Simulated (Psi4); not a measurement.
MP2, SCS-MP2 and SOS-MP2 from spin components

System: water (H$_{2}$O), singlet, at a GFN2-xTB geometry. Level: MP2/pcseg-1 in Psi4 1.11. Sums are taken with unrounded values, so a last digit can differ.

The Psi4 input:
```
memory 2 GB

molecule {
0 1
  O     0.00956971    0.00206403    0.11338892
  H    -0.05579359    0.76362201   -0.46612807
  H    -0.02076411   -0.78013425   -0.44098332
}

set basis pcseg-1

energy('mp2')
print_variables()
```

It gave an SCF energy of -76.003447 Eh, a same-spin correlation energy of -0.052135 Eh and an opposite-spin one of -0.152611 Eh.

Task: Work out the MP2, SCS-MP2 (6/5 and 1/3) and SOS-MP2 (1.3 and 0) correlation and total energies.

Result: MP2: -0.152611 + (-0.052135) = -0.204747 Eh, total -76.208194 Eh, as the program printed. SCS-MP2: 1.2 × (-0.152611) + (-0.052135)/3 = -0.200512 Eh, total -76.203959 Eh. SOS-MP2: 1.3 × (-0.152611) = -0.198395 Eh, total -76.201842 Eh. Opposite spins carry 75 % of the MP2 correlation; same-spin pairs are already kept apart by exchange.
